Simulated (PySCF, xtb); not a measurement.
cyclotrisilazane (H9N3Si3), SMILES N1[SiH2]N[SiH2]N[SiH2]1.

GFN2-xTB in xtb 6.7.1 at its own geometry gives an orbital gap of 5.12 eV and a dipole moment of 0.39 D.

Geometry: B3LYP-D3(BJ)/def2-SVP.

Task: What does r2SCAN/def2-TZVP in PySCF give? (An estimate is asked for; the answer gives what the named calculation found.)

Result: gap 6.08 eV (levels -6.16 and -0.08 eV), dipole 0.74 D.
